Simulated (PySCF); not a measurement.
## From computed data to an observable: oscillator strength and radiative lifetime

Ge(OH)(SH) (GeH2OS), SMILES [SH][Ge][OH] (connectivity only; charge and spin as stated), neutral, multiplicity 1.

The structure is a stationary point at B3LYP-D3(BJ)/def2-TZVP. The values are those of a single conformer.

TDA-M06-2X/def2-SVPD in PySCF puts the first singlet state with f over 0.02 at 4.24 eV (vertical), with the transition dipole (0.000, 0.000, 0.657) in atomic units.

Question: Find the oscillator strength, the wavelength and the radiative lifetime that this transition would have in vacuum if emission retraced absorption.

Answer: 
|μ|² = 0.4316 au, so |μ| = 1.67 D. ΔE = 4.24/27.211 = 0.1558 hartree. f = (2/3) ΔE |μ|² = 0.045 (the program prints 0.045).
λ = 1239.84/4.24 = 292 nm; ν = 34198 cm⁻¹.
Einstein's coefficient A = 0.6670 ν² f s⁻¹ (ν in cm⁻¹) = 3.5e7 s⁻¹, so τ = 1/A = 29 ns. This state is S1. The figure is the radiative limit of this one transition; relaxation, internal conversion, crossing to triplets and a medium change what is measured.
